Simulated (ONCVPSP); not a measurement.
**Varying the ONCV potential for lanthanum (La)**

Base potential:

```json
{
 "Element": "La (Z = 57)",
 "Generator": "ONCVPSP 4.0.1",
 "Type": "optimised norm-conserving Vanderbilt (ONCV)",
 "Functional": "PBEsol",
 "Relativity": "scalar-relativistic",
 "Frozen core": "[Kr] 4d10",
 "Valence charge": "11",
 "Reference configuration": "5s2 5p6 5d1 6s2",
 "Partial waves": "5s+6s: rc 2.45 bohr, ncon 3, nbas 7, qcut 3.8 1/bohr, 2 projectors; 5p: rc 2.45 bohr, ncon 4, nbas 8, qcut 7 1/bohr, 2 projectors, debl 0.4 Ha; 5d: rc 2.65 bohr, ncon 3, nbas 7, qcut 3.3 1/bohr, 1 projector; f scattering state at 0.19 Ha: rc 2.65 bohr, ncon 4, nbas 9, qcut 3.7 1/bohr, 1 projector",
 "Local potential": "polynomial inside 2.15 bohr (lpopt 5, dvloc0 3 Ha)",
 "Core correction": "none"
}
```

In the p channel the program set the typed energies aside and used -0.823, 0.250 Ha. In the f channel the program set the typed energies aside and used -0.161 Ha.

All-electron outer shells of the reference configuration (PBEsol, scalar-relativistic, ld1.x):

```json
{"shell": "5s", "level (eV)": "-38.95", "outermost node (bohr)": "0.77", "outermost maximum (bohr)": "1.41"}
{"shell": "5p", "level (eV)": "-22.40", "outermost node (bohr)": "0.83", "outermost maximum (bohr)": "1.58"}
{"shell": "6s", "level (eV)": "-3.70", "outermost node (bohr)": "1.86", "outermost maximum (bohr)": "3.79"}
{"shell": "5d", "level (eV)": "-3.10", "outermost node (bohr)": "0.95", "outermost maximum (bohr)": "2.21"}
```

Cutoffs, loose and tight: the cutoffs (Ha) at which the residual kinetic energy of the hardest occupied pseudo-wave falls to 1 and 0.1 mHa per electron. They do not see the model core or the augmentation charge, which bear on the density cutoff. Test errors are all-electron minus pseudo excitation energies from the reference, over the configurations 5s2 5p6 5d1 6s1; 5s2 5p6 5d1 6s0; 5s2 5p6 5d0 6s0; 5s2 5p6 5d1 6s0 6p1. A dash means not determined; rows that change the core or the reference have their own tests.

For the base: The cutoffs count occupied waves only; projector 1 of the f channel, the hardest unoccupied one, needs 54 Ha at the loose tolerance.

| change | outcome | cutoff, loose | cutoff, tight | bound ghosts | GHOST(+) flags above zero | largest test error (meV) |
| --- | --- | --- | --- | --- | --- | --- |
| base | generated, projector energies reset by the program | 12 Ha | 15 Ha | none | none | -8.1 |
| d: qcut 2.3 | generated, projector energies reset by the program | 23 Ha | 36 Ha | none | none | +13 |
| d: qcut 3.5 | generated, projector energies reset by the program | 12 Ha | 15 Ha | none | none | -8.0 |
| d: qcut 3.8 | generated, projector energies reset by the program | 12 Ha | 15 Ha | none | none | -7.9 |
| d: qcut 4.2 | generated, projector energies reset by the program | 12 Ha | 15 Ha | none | none | -7.8 |
| d: qcut 4.5 | generated, projector energies reset by the program | 12 Ha | 15 Ha | none | none | -7.7 |
| d: qcut 4.9 | generated, projector energies reset by the program | 12 Ha | 15 Ha | none | none | -7.7 |

What comes out with this change to the base: d: qcut 1.9?

outcome: generated, projector energies reset by the program; cutoff, loose: 25 Ha; cutoff, tight: 39 Ha; bound ghosts: none; GHOST(+) flags above zero: none; largest test error (meV): +16.

What comes out with this change to the base: d: qcut 2.7?

outcome: generated, projector energies reset by the program; cutoff, loose: 15 Ha; cutoff, tight: 28 Ha; bound ghosts: none; GHOST(+) flags above zero: none; largest test error (meV): +8.8.

What comes out with this change to the base: d: qcut 3.1?

outcome: generated, projector energies reset by the program; cutoff, loose: 12 Ha; cutoff, tight: 24 Ha; bound ghosts: none; GHOST(+) flags above zero: none; largest test error (meV): -8.3.

Reading the sweep of the qcut of the d channel (base included, trends over the rows without a ghost): The loose cutoff falls from 25 Ha at 1.9 to 12 Ha at 4.9 1/bohr. The median size of the test errors (rows with all tests solved) is not monotonic: lowest 3.1 meV at 3.8 1/bohr, highest 7.1 meV at 1.9 1/bohr.
